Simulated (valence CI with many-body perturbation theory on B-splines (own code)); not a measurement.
# E1 line list for Ir6+

Method: configuration interaction combined with many-body perturbation theory (CI+MBPT): three valence electrons over a frozen Dirac-Fock core [Xe] 4f14, a basis of 7 s, 7 p, 8 d, 6 f, 4 g, 1 h functions for each j, with the one-electron correlation potential Σ1 (screened to all orders), the two-electron term Σ2, the three-electron term Σ3, Breit, model QED; selected single and double excitations, second order for the rest, scaled by the run's own slope (own B-spline code, finite nucleus).

No measured levels were compared; by estimate terms of the open shell hold to 2 to 4 % of their energy, and close levels can change places; different configurations can be misplaced against each other by 1,000 to 8,000 cm⁻¹. The list stops below the first excitations out of the core.

Lines 151 to 200 of 564 in falling wavelength, among levels below 37.204 eV, chosen from the strongest by gf and those to the six lowest levels. Wavelengths and rates use the calculated energies, so an error of 2000 cm⁻¹ moves a line at 92.25 nm by 1.8 % and its rate by three times that or more. Electric multipoles are in the length gauge, E1 and E2 with the static RPA response of the core. Weak lines are less certain than strong ones. Lines between different terms over intervals too small for the method are left out, as are lines whose strength nearly cancels. Where a level lies close to another of its J and parity, the split of strength between their lines is uncertain. The highest levels of a list are the least certain.

Levels are named by their leading jj configuration (3d3/2^4 stands for four electrons in 3d with j = 3/2), which in mixed levels can hold well under half, so a name can repeat and another be missing. Letters in brackets count levels of one name in rising energy.

| λ vac (nm) | Upper | Lower | A (s⁻¹) | log gf | Branch % |
| --- | --- | --- | --- | --- | --- |
| 92.25 | (5d3/2 5d5/2 6p3/2) J=1/2 [a] | (5d3/2 5d5/2 6s) J=3/2 [a] | 1.59e+09 | -0.39 | 12.8 |
| 92.25 | (5d3/2 5d5/2 6p3/2) J=3/2 [a] | (5d3/2^2 6s) J=1/2 | 3.30e+08 | -0.77 | 3.2 |
| 92.02 | (5d5/2^2 6p3/2) J=7/2 [a] | (5d5/2^2 6s) J=5/2 | 1.60e+09 | 0.21 | 8.7 |
| 91.97 | (5d3/2 5d5/2 6p3/2) J=7/2 [c] | (5d3/2 5d5/2 6s) J=7/2 [b] | 6.70e+08 | -0.17 | 5.6 |
| 91.93 | (5d3/2 5d5/2 6p3/2) J=3/2 [a] | (5d3/2 5d5/2 6s) J=5/2 [a] | 1.52e+09 | -0.11 | 14.8 |
| 91.73 | (5d3/2 5d5/2 6p3/2) J=3/2 [b] | (5d3/2 5d5/2 6s) J=3/2 [b] | 1.24e+09 | -0.20 | 7.4 |
| 91.64 | (5d3/2 5d5/2 6p3/2) J=7/2 [b] | (5d3/2 5d5/2 6s) J=9/2 | 3.97e+08 | -0.40 | 2.7 |
| 91.43 | (5d5/2^2 6p3/2) J=3/2 | (5d5/2^2 6s) J=3/2 | 2.39e+09 | 0.08 | 16.4 |
| 91.19 | (5d3/2^2 6p3/2) J=5/2 | (5d3/2^2 6s) J=5/2 | 1.16e+09 | -0.06 | 7.2 |
| 90.56 | (5d3/2 5d5/2 6p3/2) J=11/2 | (5d3/2 5d5/2 6s) J=9/2 | 2.93e+09 | 0.64 | 63.6 |
| 90.42 | (5d5/2^2 6p3/2) J=5/2 [b] | (5d5/2^2 6s) J=3/2 | 5.28e+08 | -0.41 | 4.5 |
| 90.34 | (5d5/2^2 6p3/2) J=7/2 [a] | (5d5/2^2 6s) J=9/2 | 3.53e+08 | -0.46 | 1.9 |
| 90.27 | (5d5/2^2 6p3/2) J=5/2 [a] | (5d5/2^2 6s) J=7/2 | 6.29e+08 | -0.34 | 6.0 |
| 90.26 | (5d3/2 5d5/2 6p3/2) J=5/2 [b] | (5d3/2 5d5/2 6s) J=5/2 [b] | 6.82e+08 | -0.30 | 5.8 |
| 90.14 | (5d3/2 5d5/2 6p3/2) J=1/2 [b] | (5d3/2 5d5/2 6s) J=1/2 | 9.99e+08 | -0.61 | 9.8 |
| 90.06 | (5d5/2^2 6p3/2) J=11/2 | (5d5/2^2 6s) J=9/2 | 2.87e+09 | 0.62 | 37.1 |
| 90.06 | (5d3/2^2 6p3/2) J=7/2 | (5d3/2^2 6s) J=5/2 | 2.13e+09 | 0.32 | 14.5 |
| 90.04 | (5d5/2^2 6p1/2) J=5/2 | (5d3/2 5d5/2 6s) J=7/2 [a] | 1.73e+08 | -0.90 | 2.5 |
| 90.02 | (5d5/2^2 6p3/2) J=7/2 [b] | (5d5/2^2 6s) J=7/2 | 7.59e+08 | -0.13 | 8.2 |
| 89.85 | (5d3/2 5d5/2 6p3/2) J=5/2 [b] | (5d3/2 5d5/2 6s) J=3/2 [a] | 6.91e+07 | -1.30 | 0.6 |
| 89.83 | (5d5/2^2 6p3/2) J=5/2 [a] | (5d5/2^2 6s) J=5/2 | 9.95e+08 | -0.14 | 9.5 |
| 89.72 | (5d3/2 5d5/2 6p3/2) J=3/2 [c] | (5d3/2 5d5/2 6s) J=3/2 [b] | 6.23e+08 | -0.52 | 4.6 |
| 89.69 | (5d3/2 5d5/2 6p1/2) J=3/2 [b] | (5d3/2^2 6s) J=3/2 | 9.25e+08 | -0.35 | 8.4 |
| 89.58 | (5d5/2^2 6p3/2) J=7/2 [b] | (5d5/2^2 6s) J=5/2 | 1.18e+09 | 0.06 | 12.8 |
| 89.47 | (5d3/2^2 6p3/2) J=3/2 [a] | (5d3/2^2 6s) J=3/2 | 1.23e+09 | -0.23 | 8.8 |
| 89.00 | (5d3/2 5d5/2 6p3/2) J=9/2 [b] | (5d3/2 5d5/2 6s) J=7/2 [a] | 1.49e+09 | 0.25 | 12.7 |
| 88.87 | (5d5/2^2 6p3/2) J=1/2 | (5d3/2 5d5/2 6s) J=3/2 [b] | 9.46e+08 | -0.65 | 7.2 |
| 88.76 | (5d3/2 5d5/2 6p3/2) J=7/2 [a] | (5d3/2 5d5/2 6s) J=7/2 [a] | 8.69e+08 | -0.09 | 6.9 |
| 88.71 | (5d5/2^2 6p1/2) J=1/2 | (5d5/2^2 6s) J=3/2 | 9.94e+08 | -0.63 | 6.3 |
| 88.69 | (5d3/2^2 6p3/2) J=3/2 [b] | (5d3/2^2 6s) J=1/2 | 1.90e+09 | -0.05 | 16.3 |
| 88.44 | (5d3/2^2 6p3/2) J=5/2 | (5d3/2^2 6s) J=3/2 | 1.03e+09 | -0.14 | 6.5 |
| 88.43 | (5d3/2 5d5/2 6p3/2) J=5/2 [d] | (5d3/2 5d5/2 6s) J=3/2 [b] | 8.95e+08 | -0.20 | 6.2 |
| 88.40 | (5d3/2^2 6p3/2) J=3/2 [b] | (5d3/2 5d5/2 6s) J=5/2 [a] | 2.30e+08 | -0.97 | 2.0 |
| 88.39 | (5d3/2 5d5/2 6p3/2) J=5/2 [a] | (5d3/2 5d5/2 6s) J=7/2 [a] | 4.22e+08 | -0.53 | 2.3 |
| 88.32 | (5d3/2 5d5/2 6p3/2) J=5/2 [d] | (5d3/2 5d5/2 6s) J=7/2 [b] | 1.12e+09 | -0.11 | 7.7 |
| 88.32 | (5d3/2 5d5/2 6p3/2) J=5/2 [c] | (5d3/2 5d5/2 6s) J=5/2 [b] | 4.90e+08 | -0.46 | 5.6 |
| 88.29 | (5d3/2 5d5/2 6p3/2) J=7/2 [c] | (5d3/2 5d5/2 6s) J=5/2 [b] | 1.34e+09 | 0.10 | 11.3 |
| 87.98 | (5d5/2^2 6p3/2) J=7/2 [b] | (5d5/2^2 6s) J=9/2 | 9.18e+08 | -0.07 | 9.9 |
| 87.97 | (5d3/2 5d5/2 6p3/2) J=3/2 [b] | (5d3/2 5d5/2 6s) J=5/2 [b] | 2.36e+08 | -0.96 | 1.4 |
| 87.93 | (5d3/2 5d5/2 6p3/2) J=5/2 [c] | (5d3/2 5d5/2 6s) J=3/2 [a] | 2.17e+09 | 0.18 | 24.9 |
| 87.92 | (5d3/2 5d5/2 6p3/2) J=1/2 [a] | (5d3/2^2 6s) J=1/2 | 1.50e+08 | -1.46 | 1.2 |
| 87.58 | (5d3/2 5d5/2 6p3/2) J=3/2 [b] | (5d3/2 5d5/2 6s) J=3/2 [a] | 6.09e+08 | -0.55 | 3.6 |
| 87.03 | (5d5/2^2 6p3/2) J=9/2 | (5d3/2 5d5/2 6s) J=7/2 [b] | 5.09e+07 | -1.24 | 0.5 |
| 87.03 | (5d3/2 5d5/2 6p3/2) J=9/2 [c] | (5d3/2 5d5/2 6s) J=9/2 | 1.22e+09 | 0.14 | 6.0 |
| 86.28 | (5d3/2^2 6p3/2) J=1/2 | (5d3/2^2 6s) J=3/2 | 2.79e+09 | -0.21 | 25.3 |
| 86.21 | (5d5/2^2 6p3/2) J=3/2 | (5d5/2^2 6s) J=5/2 | 2.92e+08 | -0.89 | 2.0 |
| 86.12 | (5d3/2 5d5/2 6p3/2) J=3/2 [c] | (5d3/2 5d5/2 6s) J=5/2 [b] | 2.59e+08 | -0.94 | 1.9 |
| 85.80 | (5d3/2 5d5/2 6p3/2) J=1/2 [b] | (5d3/2 5d5/2 6s) J=3/2 [b] | 2.26e+08 | -1.30 | 2.2 |
| 85.75 | (5d3/2 5d5/2 6p3/2) J=3/2 [c] | (5d3/2 5d5/2 6s) J=3/2 [a] | 2.57e+08 | -0.95 | 1.9 |
| 85.71 | (5d5/2^2 6p3/2) J=5/2 [b] | (5d5/2^2 6s) J=7/2 | 2.11e+09 | 0.14 | 17.8 |

Problem. How does gf follow from A for the line at 88.43 nm?

Solution. gf = 1.4992 × (2J+1)_upper × A / σ², with σ = 113087 cm⁻¹ and 2J+1 = 6: gf = 0.629.
